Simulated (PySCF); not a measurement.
# Correlation energy of F²⁺ (fluorine, charge +2)

[He] 2s2 2p2 3s1, high-spin 4P determinant (an excited configuration). All numbers are calculated (PySCF 2.14, scalar relativity by spin-free X2C-1e, in aug-cc-pCVTZ-DK (7s6p4d2f, 59 functions)). Frozen: 1s2; 5 electrons correlated.

MP2 pair energies summed by pair of shells (mhartree):

| pair | energy | share (%) |
| --- | --- | --- |
| 2s-2p | -48.51 | 51.2 |
| 2s-2s | -24.27 | 25.6 |
| 2s-3s | -9.83 | 10.4 |
| 2p-2p | -7.99 | 8.4 |
| 2p-3s | -4.11 | 4.3 |

Total MP2 correlation energy: -94.71 mhartree.

Same-spin part -19.48 and opposite-spin part -75.23 mhartree; SCS-MP2 scales them by 1/3 and 6/5 to -96.77 mhartree.
